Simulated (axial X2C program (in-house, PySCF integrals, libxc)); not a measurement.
**Which molecule has these constants?**

Computed with an axial X2C code built on PySCF integrals, spin-free (one-electron X2C) or two-component (2c: spin–orbit coupling with atomic mean-field Coulomb and Gaunt terms, which also bring small scalar terms), in Dyall basis sets with cores contracted in-house; open shells are unrestricted.

A two-component PBE0 calculation in a Dyall 3-zeta basis gave Re = 2.306 Å, ωe = 464.8 cm⁻¹, De = 3.95 eV, Ω = 0.

**Question.** Which molecule is it?
A. SiAs⁻
B. SiN⁻
C. SiP⁻
D. SiSb⁻

**Answer.** D. The others have SiP⁻ 2.009 Å and 698.4 cm⁻¹ (Ω = 0); SiAs⁻ 2.101 Å and 553.3 cm⁻¹ (Ω = 0); SiN⁻ 1.587 Å and 1197.1 cm⁻¹ (Ω = 0).

Each entry is the lowest single determinant of a limited PBE0 search at one distance. De goes to single-determinant-based atoms at the same level (for ions the charge split of lowest energy) and is withheld (n/a) where an atom does not fit its ground term or J level. Main or longest-lived isotopes. The functionals have no current term, which raises determinants with orbital currents.
